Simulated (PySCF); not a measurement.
This PySCF input asks for the NMR shieldings of SMILES C#[C][Al]([F])[F], C$_{2}$HAlF$_{2}$; the geometry comes from GFN2-xTB.

```python
import basis_set_exchange as bse
import numpy as np
from pyscf import gto, dft
from pyscf.prop import nmr

atoms = """
C     1.871489   -0.085170    0.232752
C     0.668392   -0.034067    0.156816
Al   -1.245202    0.056102    0.050999
F    -2.202738   -1.083176    0.748947
F    -2.011649    1.279001   -0.735833
H     2.922830   -0.130699    0.297755
"""
names = dict.fromkeys(["C", "Al", "F", "H"], "pcSseg-1")
basis = {el: gto.basis.parse(bse.get_basis(n, elements=[el], fmt="nwchem")) for el, n in names.items()}
mol = gto.M(atom=atoms, basis=basis, charge=0, verbose=0)
mf = dft.RKS(mol, xc="PBE0")
mf.grids.level = 2
mf.grids.alignment = dft.numint.BLKSIZE   # the property module wants whole blocks of grid points
mf.conv_tol = 1e-9
mf.kernel()

calc = nmr.RKS(mf)   # GIAO
C = mf.mo_coeff
Co = C[:, mf.mo_occ > 0]
resp = mf.gen_response(singlet=True, hermi=2)
def vind(x):   # induced exchange potential for any number of trial vectors
    d = np.einsum("pi,xij,qj->xpq", C, 2 * x.reshape(-1, C.shape[1], Co.shape[1]), Co, optimize=True)
    return np.einsum("xpq,pi,qj->xij", resp(d - d.transpose(0, 2, 1)), C, Co, optimize=True).ravel()
mo1, _ = nmr.rhf.solve_mo1(calc, with_cphf=vind)
sigma = calc.kernel(mo1)
for i, s in enumerate(sigma):   # ppm
    print("%2d %-2s %9.2f" % (i, mol.atom_pure_symbol(i), np.trace(s) / 3))
```

**Question.** What are the results?

**Answer.** 
```
 0 C      80.64
 1 C     104.01
 2 Al    485.21
 3 F     343.92
 4 F     344.00
 5 H      30.06
```

These numbers come from an equivalent density-fitted implementation of the same equations, which agrees with the script to about 0.01 ppm for H and up to a few tenths of a ppm for heavy atoms, so last digits may differ.

Size and cost of the density-fitted run: 97 basis functions, 13 s wall time on 1 thread of an Arm Neoverse N1, shared host; peak memory 0.4 GiB.
